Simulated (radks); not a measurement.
The numbers below are computed, except where a source is named.
Ionisation of the neon ion Ne2+, [He] 2s2 2p4, to [He] 2s2 2p3 as the strength of local exchange is varied. Code: a radial shooting solver on a logarithmic mesh with Libxc functionals. Model: scalar-relativistic Kohn-Sham, Slater X-alpha exchange (alpha = 2/3 is LDA exchange), no correlation, spin-polarised, spherical densities, point nucleus; open shells are filled with parallel spins first.

| alpha | E(Ne2+) (hartree) | exchange (hartree) | IE (eV) | -e of the level emptied (eV) | <r> of it (bohr) |
|---|---|---|---|---|---|
| 0.603 | -124.48476 | -8.92431 | 59.589 | 48.524 (2p) | 0.8404 |
| 0.641 | -125.04819 | -9.52014 | 60.406 | 49.367 (2p) | 0.8359 |
| 0.667 | -125.43484 | -9.93008 | 60.969 | 49.948 (2p) | 0.8328 |
| 0.899 | -128.92597 | -13.66983 | 66.134 | 55.301 (2p) | 0.8066 |
| 0.942 | -129.58113 | -14.37911 | 67.119 | 56.326 (2p) | 0.8020 |
| 1.042 | -131.11455 | -16.04812 | 69.444 | 58.751 (2p) | 0.7914 |

NIST Atomic Spectra Database: 63.423 eV (measured). The Delta-SCF value meets it near alpha = 0.78. Open shells are spherical and high-spin; term and fine-structure splittings are not resolved.
